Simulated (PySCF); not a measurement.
C2H5NO, triplet, at a GFN2-xTB geometry (a higher spin typed on purpose: for a closed-shell molecule this is an excited state), with bond 6-1 at 2.4 times its length; PySCF with CASSCF(8,7)/STO-3G.

The PySCF input:
```python
from pyscf import gto, scf, mcscf
import numpy

mol = gto.M(
    atom='''
C    -1.21735835   -0.26145570   -0.62034408
C     0.04930435    0.31957429    0.08182206
N     1.23994571   -0.17898554   -0.55804026
O    -0.07209411    0.22247091    1.36960161
H    -1.28417928   -1.34003236   -0.47075497
H    -0.96231587    0.29181366   -3.15589565
H    -2.09037963    0.22508281   -0.19824367
H     2.04483869    0.05490523    0.01278418
H     1.34626772    0.21539119   -1.48636066
''',
    basis='sto-3g',
    spin=2,
    verbose=4,
)

mf = scf.ROHF(mol)
mf.kernel()
mc = mcscf.CASSCF(mf, 7, 8)
mc.fix_spin_(ss=2.0)
mc.kernel()
occ = numpy.linalg.eigvalsh(mc.fcisolver.make_rdm1(mc.ci, mc.ncas, mc.nelecas))[::-1]
ss = mc.fcisolver.spin_square(mc.ci, mc.ncas, mc.nelecas)[0]
print('natural occupations', occ.round(4), ' <S^2>', round(ss, 4))
```

Output, abridged:

```
PySCF version 2.14.0

[INPUT] verbose = 4
[INPUT] num. atoms = 9
[INPUT] num. electrons = 32
[INPUT] charge = 0
[INPUT] spin (= nelec alpha-beta = 2S) = 2
[INPUT] symmetry False subgroup None
[INPUT] Mole.unit = angstrom
[INPUT] Symbol           X                Y                Z      unit          X                Y                Z       unit  Magmom
[...]
nuclear repulsion = 115.548636474173
number of shells = 17
number of NR pGTOs = 75
number of NR cGTOs = 25
basis = sto-3g
ecp = {}

******** <class 'pyscf.scf.rohf.ROHF'> ********
method = ROHF
initial guess = minao
damping factor = 0
level_shift factor = 0
DIIS = <class 'pyscf.scf.diis.CDIIS'>
diis_start_cycle = 1
diis_space = 8
diis_damp = 0
SCF conv_tol = 1e-09
SCF conv_tol_grad = None
SCF max_cycles = 50
direct_scf = True
direct_scf_tol = 1e-13
num. doubly occ = 15  num. singly occ = 2
Set gradient conv threshold to 3.16228e-05
init E= -205.213805985718
[...]
cycle= 1 E= -204.835001783523  delta_E= 0.379  |g|= 0.683  |ddm|= 2.67
[...]
cycle= 2 E= -204.727682767163  delta_E= 0.107  |g|= 0.883  |ddm|= 1.37
[...]
cycle= 3 E= -205.025134783751  delta_E= -0.297  |g|= 0.148  |ddm|= 0.976
[...]
cycle= 4 E= -205.040076450718  delta_E= -0.0149  |g|= 0.0665  |ddm|= 0.204
[...]
cycle= 5 E= -205.044568676513  delta_E= -0.00449  |g|= 0.031  |ddm|= 0.193
[...]
cycle= 6 E= -205.045327535297  delta_E= -0.000759  |g|= 0.0208  |ddm|= 0.103
[...]
cycle= 7 E= -205.045986383915  delta_E= -0.000659  |g|= 0.00931  |ddm|= 0.0598
[...]
cycle= 8 E= -205.046057432945  delta_E= -7.1e-05  |g|= 0.00341  |ddm|= 0.0248
[...]
cycle= 9 E= -205.046066372971  delta_E= -8.94e-06  |g|= 0.000803  |ddm|= 0.00895
[...]
cycle= 10 E= -205.046067238698  delta_E= -8.66e-07  |g|= 0.000324  |ddm|= 0.00225
[...]
cycle= 11 E= -205.046067369889  delta_E= -1.31e-07  |g|= 0.000201  |ddm|= 0.00118
[...]
cycle= 12 E= -205.046067435011  delta_E= -6.51e-08  |g|= 0.000112  |ddm|= 0.000576
[...]
cycle= 13 E= -205.046067459819  delta_E= -2.48e-08  |g|= 6.95e-05  |ddm|= 0.000399
[...]
cycle= 14 E= -205.046067471244  delta_E= -1.14e-08  |g|= 2.78e-05  |ddm|= 0.000335
[...]
cycle= 15 E= -205.046067472846  delta_E= -1.6e-09  |g|= 1.2e-05  |ddm|= 0.000119
[...]
cycle= 16 E= -205.046067473117  delta_E= -2.71e-10  |g|= 6.1e-06  |ddm|= 4.94e-05
[...]
Extra cycle  E= -205.046067473145  delta_E= -2.81e-11  |g|= 3.84e-06  |ddm|= 1.33e-05
converged SCF energy = -205.046067473145

******** <class 'pyscf.mcscf.mc1step.CASSCF'> ********
CAS (5e+3e, 7o), ncore = 12, nvir = 6
max_cycle_macro = 50
max_cycle_micro = 4
conv_tol = 1e-07
conv_tol_grad = None
orbital rotation max_stepsize = 0.02
orbital rotation threshold for CI restart = 0.01
augmented hessian ah_max_cycle = 30
augmented hessian ah_conv_tol = 1e-12
augmented hessian ah_linear dependence = 1e-14
augmented hessian ah_level shift = 1e-08
augmented hessian ah_start_tol = 2.5
augmented hessian ah_start_cycle = 3
augmented hessian ah_grad_trust_region = 3
kf_trust_region = 3
kf_interval = 4
ci_response_space = 4
ci_grad_trust_region = 3
with_dep4 0
natorb = False
canonicalization = True
sorting_mo_energy = False
ao2mo_level = 2
internal_rotation = False
******** <class 'pyscf.fci.addons.SpinPenaltyFCISolver'> ********
max. cycles = 50
conv_tol = 1e-08
davidson only = True
linear dependence = 1e-12
level shift = 0.001
max iter space = 12
nroots = 1
pspace_size = 400
spin = None
CASCI E = -205.093999847384  S^2 = 2.0000000
Set conv_tol_grad to 0.000316228
macro iter   1 ( 21 JK    4 micro), CASSCF E = -205.115376613197  dE = -2.13767658e-02  S^2 = 2.0000000
               |grad[o]|=0.0713  |grad[c]|=0.0919  |ddm|=0.0934  |maxRot[o]|=0.175
macro iter   2 ( 21 JK    4 micro), CASSCF E = -205.122634234159  dE = -7.25762096e-03  S^2 = 2.0000000
               |grad[o]|=0.0298  |grad[c]|=0.0826  |ddm|=0.0186  |maxRot[o]|=0.225
macro iter   3 ( 21 JK    4 micro), CASSCF E = -205.129311769187  dE = -6.67753503e-03  S^2 = 2.0000000
               |grad[o]|=0.018  |grad[c]|=0.0515  |ddm|=0.0291  |maxRot[o]|=0.206
macro iter   4 ( 21 JK    4 micro), CASSCF E = -205.131594509937  dE = -2.28274075e-03  S^2 = 2.0000000
               |grad[o]|=0.0145  |grad[c]|=0.0173  |ddm|=0.0115  |maxRot[o]|=0.158
macro iter   5 ( 21 JK    4 micro), CASSCF E = -205.132499574135  dE = -9.05064199e-04  S^2 = 2.0000000
               |grad[o]|=0.00985  |grad[c]|=0.0165  |ddm|=0.00287  |maxRot[o]|=0.132
macro iter   6 ( 21 JK    4 micro), CASSCF E = -205.133197508501  dE = -6.97934365e-04  S^2 = 2.0000000
               |grad[o]|=0.00523  |grad[c]|=0.00724  |ddm|=0.0027  |maxRot[o]|=0.0858
macro iter   7 (  7 JK    2 micro), CASSCF E = -205.133610840496  dE = -4.13331995e-04  S^2 = 2.0000000
               |grad[o]|=0.00326  |grad[c]|=0.00295  |ddm|=0.00707  |maxRot[o]|=0.0699
macro iter   8 (  7 JK    2 micro), CASSCF E = -205.133958763425  dE = -3.47922929e-04  S^2 = 2.0000000
               |grad[o]|=0.00237  |grad[c]|=0.00203  |ddm|=0.00923  |maxRot[o]|=0.0699
macro iter   9 (  7 JK    2 micro), CASSCF E = -205.134321571670  dE = -3.62808245e-04  S^2 = 2.0000000
               |grad[o]|=0.00214  |grad[c]|=0.00531  |ddm|=0.0132  |maxRot[o]|=0.0698
macro iter  10 (  7 JK    2 micro), CASSCF E = -205.134732117148  dE = -4.10545477e-04  S^2 = 2.0000000
               |grad[o]|=0.00237  |grad[c]|=0.00762  |ddm|=0.0178  |maxRot[o]|=0.0698
macro iter  11 (  6 JK    2 micro), CASSCF E = -205.135034690249  dE = -3.02573101e-04  S^2 = 2.0000000
               |grad[o]|=0.00259  |grad[c]|=0.00352  |ddm|=0.0116  |maxRot[o]|=0.0493
macro iter  12 (  6 JK    2 micro), CASSCF E = -205.135278382054  dE = -2.43691805e-04  S^2 = 2.0000000
               |grad[o]|=0.00241  |grad[c]|=0.00254  |ddm|=0.00944  |maxRot[o]|=0.0499
macro iter  13 ( 15 JK    4 micro), CASSCF E = -205.134546264986  dE =  7.32117068e-04  S^2 = 2.0000000
               |grad[o]|=0.00194  |grad[c]|=0.0164  |ddm|=0.0275  |maxRot[o]|=0.109
macro iter  14 ( 21 JK    4 micro), CASSCF E = -205.134565911820  dE = -1.96468340e-05  S^2 = 2.0000000
               |grad[o]|=0.00326  |grad[c]|=0.00478  |ddm|=0.00233  |maxRot[o]|=0.00609
macro iter  15 (  7 JK    2 micro), CASSCF E = -205.134851827965  dE = -2.85916145e-04  S^2 = 2.0000000
               |grad[o]|=0.00217  |grad[c]|=0.00302  |ddm|=0.00771  |maxRot[o]|=0.0383
macro iter  16 (  7 JK    2 micro), CASSCF E = -205.135165091152  dE = -3.13263187e-04  S^2 = 2.0000000
               |grad[o]|=0.00156  |grad[c]|=0.00314  |ddm|=0.011  |maxRot[o]|=0.0517
macro iter  17 (  6 JK    2 micro), CASSCF E = -205.135353966489  dE = -1.88875337e-04  S^2 = 2.0000000
               |grad[o]|=0.00165  |grad[c]|=0.00227  |ddm|=0.00681  |maxRot[o]|=0.0429
macro iter  18 (  5 JK    2 micro), CASSCF E = -205.135440012090  dE = -8.60456014e-05  S^2 = 2.0000000
               |grad[o]|=0.00143  |grad[c]|=0.00193  |ddm|=0.00327  |maxRot[o]|=0.0278
macro iter  19 ( 15 JK    4 micro), CASSCF E = -205.134897395460  dE =  5.42616630e-04  S^2 = 2.0000000
               |grad[o]|=0.00106  |grad[c]|=0.0182  |ddm|=0.016  |maxRot[o]|= 0.11
macro iter  20 ( 21 JK    4 micro), CASSCF E = -205.134929786010  dE = -3.23905500e-05  S^2 = 2.0000000
               |grad[o]|=0.00295  |grad[c]|=0.00387  |ddm|=0.00169  |maxRot[o]|=0.00629
macro iter  21 (  7 JK    2 micro), CASSCF E = -205.135154939755  dE = -2.25153744e-04  S^2 = 2.0000000
               |grad[o]|=0.00193  |grad[c]|=0.00154  |ddm|=0.0053  |maxRot[o]|=0.0376
macro iter  22 (  7 JK    2 micro), CASSCF E = -205.135376077857  dE = -2.21138102e-04  S^2 = 2.0000000
               |grad[o]|=0.0013  |grad[c]|=0.00218  |ddm|=0.00737  |maxRot[o]|=0.0512
macro iter  23 (  5 JK    2 micro), CASSCF E = -205.135450092405  dE = -7.40145475e-05  S^2 = 2.0000000
               |grad[o]|=0.00116  |grad[c]|=0.0017  |ddm|=0.00259  |maxRot[o]|=0.0257
macro iter  24 ( 15 JK    4 micro), CASSCF E = -205.134954406871  dE =  4.95685534e-04  S^2 = 2.0000000
               |grad[o]|=0.000896  |grad[c]|=0.0173  |ddm|=0.0139  |maxRot[o]|=0.106
macro iter  25 ( 21 JK    4 micro), CASSCF E = -205.134985920561  dE = -3.15136899e-05  S^2 = 2.0000000
               |grad[o]|=0.00278  |grad[c]|=0.00352  |ddm|=0.00145  |maxRot[o]|=0.00636
macro iter  26 (  7 JK    2 micro), CASSCF E = -205.135194939064  dE = -2.09018504e-04  S^2 = 2.0000000
               |grad[o]|=0.00184  |grad[c]|=0.00135  |ddm|=0.00472  |maxRot[o]|=0.0368
macro iter  27 (  7 JK    2 micro), CASSCF E = -205.135398283861  dE = -2.03344797e-04  S^2 = 2.0000000
               |grad[o]|=0.00125  |grad[c]|=0.00221  |ddm|=0.0066  |maxRot[o]|=0.0507
macro iter  28 (  5 JK    2 micro), CASSCF E = -205.135464673386  dE = -6.63895244e-05  S^2 = 2.0000000
               |grad[o]|=0.00107  |grad[c]|=0.00166  |ddm|=0.00238  |maxRot[o]|=0.0255
macro iter  29 ( 15 JK    4 micro), CASSCF E = -205.135505046550  dE = -4.03731640e-05  S^2 = 2.0000000
               |grad[o]|=0.000797  |grad[c]|=0.00186  |ddm|=0.000931  |maxRot[o]|=0.0226
macro iter  30 ( 15 JK    4 micro), CASSCF E = -205.135512705149  dE = -7.65859900e-06  S^2 = 2.0000000
               |grad[o]|=0.000403  |grad[c]|=0.00192  |ddm|=0.000552  |maxRot[o]|=0.00929
macro iter  31 ( 15 JK    4 micro), CASSCF E = -205.135513353616  dE = -6.48467164e-07  S^2 = 2.0000000
               |grad[o]|=0.000283  |grad[c]|=0.00128  |ddm|=0.000367  |maxRot[o]|=0.00309
macro iter  32 ( 10 JK    4 micro), CASSCF E = -205.135513414697  dE = -6.10806978e-08  S^2 = 2.0000000
               |grad[o]|=0.000304  |grad[c]|=0.00136  |ddm|=0.000247  |maxRot[o]|=0.00222
1-step CASSCF converged in  32 macro (392 JK  96 micro) steps
CASSCF canonicalization
Density matrix diagonal elements [1.94412839 1.98351081 1.85166956 0.99990905 0.99967513 0.19972831
 0.02137875]
CASSCF energy = -205.135513414697
CASCI E = -205.135513414697  E(CI) = -12.8821594470269  S^2 = 2.0000000
natural occupations [1.9929 1.9777 1.8122 1.     0.9994 0.1965 0.0213]  <S^2> 2.0
```
